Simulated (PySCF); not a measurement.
**Excitation energy of Au by level of theory**

Au [Xe] 4f14 5d10 6s1 (2S) → Au [Xe] 4f14 5d10 6p1 (2P), as a difference of total energies. Computed with PySCF 2.14 in aug-cc-pwCVDZ-PP with ECP60MDF (6s6p5d3f, 70 functions), with scalar relativity through the core potential. Correlated levels: valence: 5s2 5p6 frozen. The calculations carry no spin-orbit coupling.

```tsv
method	excitation energy (eV)
UHF	4.219
MP2 (valence)	5.144
SCS-MP2 (valence)	5.068
CCSD (valence)	4.919
CCSD(T) (valence)	4.933
```

Task: How much does correlation contribute at CCSD(T) (valence)?

Result: 4.933 − (4.219) = 0.714 eV, measured against UHF.

Errors of the correlated levels include the incompleteness of this basis and the frozen core.

For comparison: 4.947 eV (measured; NIST levels, between the centres of gravity of the two terms).
